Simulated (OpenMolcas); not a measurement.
## Pr4+: ligand-field states by method

Pr4+ with 7 ligands (chloride) in pentagonal bipyramidal coordination (D5h) at 2.67 Å, the axial distance 2.964 Å. A charge of +0.429 e stands 2.4 Å behind each ligand. Ligand basis ANO-RCC-VDZP.
```
Pr    0.0000    0.0000    0.0000
Cl    2.6700    0.0000    0.0000
Cl    0.8251    2.5393    0.0000
Cl   -2.1601    1.5694    0.0000
Cl   -2.1601   -1.5694    0.0000
Cl    0.8251   -2.5393    0.0000
Cl    0.0000    0.0000    2.9637
Cl    0.0000    0.0000   -2.9637
```

| Item | Value |
| --- | --- |
| Program | OpenMolcas 26.06 |
| Basis | ANO-RCC-VDZP [7s6p4d2f1g] |
| Scalar Hamiltonian | DKH2, point nucleus |
| Active space | 1 electron in 7 orbitals (4f) |
| State averaging | 2S+1 = 2 odd, 7 roots |
| Spin-orbit coupling | RASSI with atomic mean-field integrals over the reference wave functions |

I. CASSCF
II. SS-CASPT2, IPEA 0.25 Eh, imaginary shift 0.1 Eh (closed shells correlated: 5s 5p and the ligand valence shells)

Spin-free states in cm-1, each column counted from its own energy of the first state listed:

```
   State  Degeneracy     I    II
2S+1 = 2           2     0     0
2S+1 = 2           2   222   170
2S+1 = 2           1   323   430
2S+1 = 2           2  1306  1410
```

With spin-orbit coupling the lowest J multiplet is 965 (I), 1048 (II) cm-1 wide, a factor of 1.09 from I to II.

χT at 300 K: I 0.66, II 0.65 cm3 K/mol.

Over all roots computed the reference weight is 0.63 in II; a low but even weight reflects the number of correlated electrons. Splittings of an f shell from a small cluster at a set distance can be off by tens of per cent, mostly too small (holds for II). No measured value stands beside these numbers; the geometry is a model, was not optimised and need not be the one that this ion takes.
